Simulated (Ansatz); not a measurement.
A geometry optimisation of CH2FGe+ with PBE0-D3(BJ)/def2-SVP

The starting geometry of this gas-phase triplet was optimised with GFN2-xTB as a singlet.

```
atom    x (Å)    y (Å)    z (Å)
   C   1.0587  -0.1863   0.3299
   F  -1.7516  -1.0659  -1.5539
  Ge  -0.7170  -0.3109  -0.4144
   H   1.3967   0.8617   0.1908
   H   0.9704  -0.3970   1.4160
```

Q: Predict what it relaxes into with PBE0-D3(BJ)/def2-SVP.

A: It keeps its bonds.

The energy falls by 1.25 eV over 19 steps:

```json
{"step": "1", "E − E(last) (eV)": "1.251"}
{"step": "3", "E − E(last) (eV)": "0.593"}
{"step": "5", "E − E(last) (eV)": "0.306"}
{"step": "7", "E − E(last) (eV)": "0.270"}
{"step": "9", "E − E(last) (eV)": "0.216"}
{"step": "11", "E − E(last) (eV)": "0.072"}
{"step": "13", "E − E(last) (eV)": "0.007"}
{"step": "15", "E − E(last) (eV)": "0.001"}
{"step": "17", "E − E(last) (eV)": "0.000"}
{"step": "19", "E − E(last) (eV)": "0.000"}
```

Final geometry (Å):

```xyz
5

C     0.7552   -0.0844    0.4930
F    -1.2511   -0.5324   -1.7152
Ge   -1.0260   -0.5933   -0.0322
H     1.4355    0.1892   -0.3278
H     1.0436   -0.0774    1.5506
```

Frequencies at the end are all real (lowest 179 cm⁻¹). Open shells are spin-unrestricted. The triplet needn't be the ground state. Run with Ansatz 0.2.0, 2.7 min on 1 thread of AMD EPYC (Zen 3) (shared host).
